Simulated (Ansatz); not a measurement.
**A ladder of methods for GeH4 (germane)**

The species is GeH4 (5 atoms), meant as a singlet with charge 0. As SMILES, `[GeH4]`. Geometry: relaxed at PBE0-D4/def2-TZVP.

```xyz
5

Ge    0.0001    0.0001    0.0000
H     1.1481   -0.7563    0.6806
H    -1.2388   -0.0300    0.9042
H    -0.3292   -0.6691   -1.3406
H     0.4198    1.4554   -0.2441
```

Quantity: the energy change with the Ge1–H3 bond stretched from 1.534 to 3.068 Å, in eV. The values are calculated.

```tsv
level	kind	program	value (eV)	less FCI/STO-3G
SVWN5/STO-3G (restricted)	LDA	Ansatz	6.10	+1.43
PBE/STO-3G (restricted)	GGA	Ansatz	5.86	+1.19
B3LYP/STO-3G (restricted)	global hybrid	Ansatz	6.27	+1.60
CAM-B3LYP/STO-3G (restricted)	range-separated hybrid	Ansatz	6.83	+2.16
B2PLYP/STO-3G (restricted)	double hybrid	Ansatz	6.25	+1.58
MP2/STO-3G (restricted)	perturbation theory	Ansatz	6.26	+1.59
CCSDT(Q)/STO-3G (restricted)	coupled cluster or CI	Ansatz	4.67	0.00
CCSDT/STO-3G (restricted)	coupled cluster or CI	Ansatz	4.67	0.00
FCI/STO-3G	exact in the basis	Ansatz	4.67	0.00
```

FCI/STO-3G is exact within its basis and frozen core, so for wave-function methods in that basis the difference is their error; functionals converge differently with the basis, so for them it is only a difference. All-electron rows without a relativistic Hamiltonian named are non-relativistic. The first shape isn't each level's own minimum. The values span 4.67 to 6.83 eV. All rows use very small basis sets, so even the best lies far from the true value. In the correlated wave-function rows the outer d shell of Ge is correlated, in sets not made for it.
